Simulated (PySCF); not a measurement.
AlN (SMILES [N]=[Al]), triplet, geometry from GFN2-xTB (such geometries of metal compounds can be far from the true shape).

PySCF was given this input:
```python
from pyscf import gto, scf, dft

mol = gto.M(
    atom='''
Al   -0.000000   -0.000000   -0.597338
N     0.000000    0.000000    1.109343
''',
    basis='cc-pvdz',
    charge=0,
    spin=2,
    verbose=4,
)

mf = dft.UKS(mol)
mf.xc = 'blyp'
mf.kernel()
```

### Question
Estimate the HOMO energy that BLYP/cc-pVDZ (PySCF) returns for this input.

### Answer
-5.25 eV

### Question
Estimate the number of basis functions that BLYP/cc-pVDZ returns for this input.

### Answer
32

### Question
Estimate the total energy that BLYP/cc-pVDZ returns for this input.

### Answer
-297.0386 Eh

### Question
What is the computed <S^2> (BLYP/cc-pVDZ)?

### Answer
2.011

These values belong to the state on which the SCF converged, which isn't shown to be the lowest.
